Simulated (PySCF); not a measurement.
A GIAO shielding run with PySCF 2.14.0 with density-fitted response routines (density fitting, non-relativistic, gas phase) on SMILES FC(F)O[C@H]1CC[SiH2]C1, C$_{5}$H$_{10}$F$_{2}$OSi:

```
$ OMP_NUM_THREADS=1 python probes_run.py task.json out

{"job": {"kind": "nmr", "xc": "PBE0", "basis": "pcSseg-1"}, "charge": 0, "multiplicity": 1}
F      2.020245     0.669342     1.494304
C      1.921648     1.187502     0.244083
F      2.475009     2.401524     0.281901
O      0.634949     1.325451    -0.125836
C      0.010546     0.209001    -0.767543
C     -0.183389    -0.956406     0.207016
C     -1.134393    -0.508586     1.327678
Si    -2.322645     0.697958     0.458672
C     -1.364661     0.713289    -1.188431
H      2.502379     0.534914    -0.437109
H      0.634734    -0.089270    -1.632244
H      0.779878    -1.319200     0.598127
H     -0.624122    -1.788431    -0.368073
H     -1.635599    -1.359245     1.811399
H     -0.570854     0.028702     2.105610
H     -3.711470     0.165491     0.295894
H     -2.408217     2.033354     1.119651
H     -1.291204     1.687567    -1.691384
H     -1.820165    -0.001980    -1.891318
```

Hardware: 1 thread of an Arm Neoverse N1, shared host. The job also computes population analyses, field gradients, ring-centre shieldings.

Question: How large is the calculation?

Answer: 80 electrons, 210 basis functions and 1111 auxiliary functions.

Question: How long does it take, and how much memory does it need?

Answer: 87 s of wall time, with 14 SCF cycles and 4 response iterations; peak memory 0.97 GiB. Times on a shared host scatter by some tens of per cent.

Question: And these other runs on the same molecule and hardware: GIAO shielding at wB97X-D/pcSseg-1?

Answer: wB97X-D/pcSseg-1: 210 functions, 90 s.
